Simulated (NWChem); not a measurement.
System meant: CH$_{7}$GeNO; SMILES [GeH2]([OH])[NH]C

Input file for NWChem:

```
start job
memory heap 200 mb stack 900 mb global 1100 mb
geometry units angstroms noautoz
  C     -0.491793     2.221796     0.241214
  N      0.319873     1.214307    -0.396980
  Ge     0.312529    -0.538419     0.085266
  O     -1.252407    -1.372763    -0.156552
  H     -0.611216     1.982310     1.310174
  H     -0.009855     3.213683     0.192334
  H     -1.511471     2.325439    -0.178879
  H      0.552758     1.420101    -1.362212
  H      1.406315    -1.212843    -0.766041
  H      0.503840    -0.634720     1.602134
  H     -1.513400    -1.413939    -1.082489
end
basis spherical
  * library def2-svp
end
dft
  odft
  mult 2
  xc b3lyp
  iterations 150
  mulliken
end
task dft energy
```

End of the output:

```
                                 NWChem DFT Module
                                 -----------------

 Summary of "ao basis" -> "ao basis" (spherical)
 ------------------------------------------------------------------------------
       Tag                 Description            Shells   Functions and Types
 ---------------- ------------------------------  ------  ---------------------
 C                          def2-svp                 6       14   3s2p1d
 N                          def2-svp                 6       14   3s2p1d
 Ge                         def2-svp                12       32   5s4p3d
 O                          def2-svp                 6       14   3s2p1d
 H                          def2-svp                 3        5   2s1p

 Summary of "ao basis" -> "ao basis" (spherical)
 ------------------------------------------------------------------------------
       Tag                 Description            Shells   Functions and Types
 ---------------- ------------------------------  ------  ---------------------
 C                          def2-svp                 6       14   3s2p1d
 N                          def2-svp                 6       14   3s2p1d
 Ge                         def2-svp                12       32   5s4p3d
 O                          def2-svp                 6       14   3s2p1d
 H                          def2-svp                 3        5   2s1p

  number of electrons :                   60
  multiplicity        :                    2
 ------------------------------------------------------------------------
  no. of electrons and multiplicity not compatible                  60
 ------------------------------------------------------------------------
 ------------------------------------------------------------------------
  current input line :
    26: task dft energy
 ------------------------------------------------------------------------
 ------------------------------------------------------------------------
 There is an error in the input file
 ------------------------------------------------------------------------
 For more information see the NWChem manual at https://nwchemgit.github.io

0: no. of electrons and multiplicity not compatible:Received an Error in Communication
```

Task: Find the fault in this run and fix the input.

Result: The program refused the input. Cause: the multiplicity doesn't fit the number of electrons (an even count wants an odd multiplicity, and the reverse). This input runs:
```
start job
memory heap 200 mb stack 900 mb global 1100 mb
geometry units angstroms noautoz
  C     -0.491793     2.221796     0.241214
  N      0.319873     1.214307    -0.396980
  Ge     0.312529    -0.538419     0.085266
  O     -1.252407    -1.372763    -0.156552
  H     -0.611216     1.982310     1.310174
  H     -0.009855     3.213683     0.192334
  H     -1.511471     2.325439    -0.178879
  H      0.552758     1.420101    -1.362212
  H      1.406315    -1.212843    -0.766041
  H      0.503840    -0.634720     1.602134
  H     -1.513400    -1.413939    -1.082489
end
basis spherical
  C library def2-svp
  N library def2-svp
  Ge library def2-svp
  O library def2-svp
  H library def2-svp
end
dft
  xc b3lyp
  iterations 150
  mulliken
end
task dft energy
```
It converges to -2248.96883 Ha (B3LYP/def2-SVP).
